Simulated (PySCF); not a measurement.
Delta-SCF ions had no search for a lower state. Excitations are Tamm–Dancoff values on a coarser integration grid. The basis has no diffuse functions, so Rydberg states are missing or too high.

Cartesian coordinates (Å):
SMILES: [SiH3][Ga]([SiH3])[Br]
```xyz
10

Si     2.2428    -0.3812    -0.1160
Ga     0.0040     0.5420    -0.1855
Si    -2.2502    -0.2107     0.2856
Br     0.0302     2.7904    -0.8463
H      2.2337    -1.8282     0.2116
H      3.0234     0.3375     0.9204
H      2.8977    -0.1893    -1.4323
H     -2.2944    -1.6609     0.5966
H     -2.7699     0.5429     1.4526
H     -3.1174     0.0577    -0.8867
```
Charge 0, multiplicity 1.

**Question.** What HOMO–LUMO gap, dipole moment, S1–T1 gap (TDA), HOMO, vertical ionisation energy (Delta-SCF), LUMO, S1 excitation (TDA) and T1 excitation (TDA) does PBE-D3(BJ)/def2-TZVP // B3LYP-D3(BJ)/def2-TZVP (PySCF) give?

**Answer.** 
| Item | Result |
|---|---|
| HOMO–LUMO gap | 3.06 eV |
| dipole moment | 2.06 D |
| S1–T1 gap (TDA) | 0.39 eV |
| HOMO | -6.22 eV |
| vertical ionisation energy (Delta-SCF) | 8.67 eV |
| LUMO | -3.16 eV |
| S1 excitation (TDA) | 3.23 eV |
| T1 excitation (TDA) | 2.85 eV |
